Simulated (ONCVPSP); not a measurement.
Before and after: ONCV potential for Fe

```
Element                 : iron
Generator               : ONCVPSP 4.0.1
Type                    : optimised norm-conserving Vanderbilt (ONCV)
Functional              : LDA (Perdew-Wang 92)
Relativity              : scalar-relativistic
Frozen core             : [Ne]
Valence charge          : 16
Reference configuration : 3s2 3p6 3d6 4s2
Partial waves           : 3s+4s: rc 1.15 bohr, ncon 4, nbas 8, qcut 9.2 1/bohr, 2 projectors; 3p: rc 0.80 bohr, ncon 4, nbas 8, qcut 11 1/bohr, 2 projectors, debl 1 Ha; 3d: rc 1.20 bohr, ncon 4, nbas 8, qcut 12.9 1/bohr, 2 projectors, debl 1.2 Ha
Local potential         : polynomial inside 0.55 bohr (lpopt 3, dvloc0 2 Ha)
Core correction         : Teter function, fcfact 3, rcfact 1.45
```

In the p channel the program set the typed energies aside and used -2.202, 0.250 Ha.

Change: all radii but the core radius scaled by about 1.07 (s 1.22, p 0.86, d 1.28 bohr); local potential polynomial inside 0.58 bohr (lpopt 3, dvloc0 2 Ha).

Cutoffs: the cutoffs (Ha) at which the residual kinetic energy of the hardest occupied pseudo-wave falls to 1 and 0.1 mHa per electron; they do not see the model core or the augmentation charge, which bear on the density cutoff. Errors are all-electron minus pseudo energies relative to the spin-unpolarised reference configuration.

Task: What does the change do?

Result: The potential gets softer (65 Ha and 244 Ha → 61 Ha and 141 Ha); of the 4 tests that both files solve, the error grows in 2 and shrinks in 0 by more than 15 % and 0.3 meV (median size 0.7 → 1.2 meV); neither file shows a bound ghost. A larger radius leaves more room for a smooth pseudo-wave, so fewer plane waves are needed.

```tsv
quantity	base	changed
cutoff, loose	65 Ha	61 Ha
cutoff, tight	244 Ha	141 Ha
loose cutoff by channel	s 35 Ha, p 56 Ha, d 65 Ha	s 32 Ha, p 48 Ha, d 61 Ha
bound ghosts	none	none
GHOST(+) flags under 300 eV	none	none
error for 3s2 3p6 3d6 4s1, meV [ΔE 8.97 eV]	0.0	-0.1
error for 3s2 3p6 3d6 4s0, meV [ΔE 25.46 eV]	+1.1	+1.3
error for 3s2 3p6 3d5 4s0, meV [ΔE 59.99 eV]	-0.3	+1.1
error for 3s2 3p6 3d5 4s2 4p1, meV [ΔE 8.87 eV]	+14	+18
rms error of d²Exc/dni dnj with the model core, mHa	1.03	1.01
```
